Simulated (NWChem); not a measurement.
Species: AsF$_{2}$, doublet; SMILES [As](F)F

```xyz
3

F      1.3031     0.0000    -0.7646
As     0.0000     0.0000     0.3872
F     -1.3031     0.0000    -0.7646
```
Atoms are numbered in this order, from 1.

All runs: NWChem. Spin-unrestricted. In the optimisation the excess spin sits in b2 (C2v, its own frame). The geometry was optimised at PBE0/def2-SVP, spin-unrestricted. No stability test was run on the SCF state. Principal shifts from the free-electron g value, in parts per thousand; spin-orbit coupling by linear response on scalar ZORA.

Problem. Predict the results for PBE0/x2c-SVPall, ZORA. Quantities: Δg1 (ppt); Δg2 (ppt); Δg3 (ppt); isotropic Δg (ppt).

Solution. 
```yaml
"Δg1 (ppt)": -46.57
"Δg2 (ppt)": -13.31
"Δg3 (ppt)": -0.77
isotropic Δg (ppt): -20.22
```
